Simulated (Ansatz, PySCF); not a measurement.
CH10Si4, SMILES [SiH3][Si@@H]1C[SiH2][SiH2]1. Atoms are numbered in the order given.

```xyz
15

Si     2.6809    -0.6133    -0.0934
Si     0.5898     0.1896     0.5467
C     -0.7311    -1.1553     0.8669
Si    -2.2420    -0.1330     0.3220
Si    -0.8369     1.1313    -1.0599
H      3.3351    -1.3816     1.0082
H      2.5048    -1.5229    -1.2656
H      3.5767     0.5131    -0.4916
H      0.6980     1.0984     1.7289
H     -0.5742    -1.9708     0.1388
H     -0.7606    -1.5934     1.8758
H     -2.7150     0.7157     1.4573
H     -3.4003    -0.9059    -0.2178
H     -0.6367     0.5049    -2.4018
H     -0.9980     2.6057    -1.2005
```
Charge 0, spin multiplicity 1.

Coordinates come from a ωB97X-D3(BJ)/def2-SVP optimisation. The structure was generated by enumeration; whether it is a known compound was not checked.

Two levels are set side by side: PBE-D3(BJ)/def2-SVP (Ansatz, a quantum-chemistry and plane-wave program) and ωB97X-D3(BJ)/def2-SVP (PySCF). Each level has its own optimised geometry; the coordinates shown are those of the second. Frequencies come from the Hessian of PySCF at each geometry. Differences are taken from unrounded values.

| quantity | ωB97X-D3(BJ) |
|---|---|
| mean bond length (Å) | 1.666 |
| bond Si1–Si2 (Å) | 2.330 |
| bond Si2–C3 (Å) | 1.912 |
| bond Si2–Si5 (Å) | 2.346 |
| bond C3–Si4 (Å) | 1.904 |
| bond Si4–Si5 (Å) | 2.341 |
| bond Si1–H6 (Å) | 1.494 |
| bond Si1–H7 (Å) | 1.494 |
| bond Si1–H8 (Å) | 1.493 |
| bond Si2–H9 (Å) | 1.495 |
| bond C3–H10 (Å) | 1.104 |
| bond C3–H11 (Å) | 1.100 |
| bond Si4–H12 (Å) | 1.494 |
| bond Si4–H13 (Å) | 1.494 |
| bond Si5–H14 (Å) | 1.494 |
| bond Si5–H15 (Å) | 1.490 |
| highest harmonic wavenumber (cm⁻¹) | 3173 |
| mean harmonic wavenumber (cm⁻¹) | 1084 |
| zero-point energy (kcal/mol) | 60.41 |

Question: What does PBE-D3(BJ) give, and how far is it from ωB97X-D3(BJ)? (Estimate from the structure and the level; the computed values follow.)

Answer: 
```
quantity                            PBE-D3(BJ)  PBE-D3(BJ) minus ωB97X-D3(BJ)
----------------------------------  ----------  -----------------------------
mean bond length (Å)                     1.681                          0.015
bond Si1–Si2 (Å)                         2.350                          0.020
bond Si2–C3 (Å)                          1.929                          0.017
bond Si2–Si5 (Å)                         2.372                          0.026
bond C3–Si4 (Å)                          1.919                          0.016
bond Si4–Si5 (Å)                         2.366                          0.024
bond Si1–H6 (Å)                          1.507                          0.013
bond Si1–H7 (Å)                          1.507                          0.013
bond Si1–H8 (Å)                          1.506                          0.013
bond Si2–H9 (Å)                          1.509                          0.014
bond C3–H10 (Å)                          1.112                          0.007
bond C3–H11 (Å)                          1.108                          0.008
bond Si4–H12 (Å)                         1.507                          0.013
bond Si4–H13 (Å)                         1.508                          0.015
bond Si5–H14 (Å)                         1.508                          0.013
bond Si5–H15 (Å)                         1.504                          0.014
highest harmonic wavenumber (cm⁻¹)        3073                           -100
mean harmonic wavenumber (cm⁻¹)           1031                            -53
zero-point energy (kcal/mol)             57.47                          -2.94
```

GGA bonds tend to be longer and softer than those of functionals with exact exchange. Differences between two approximate levels are no errors against the true value.
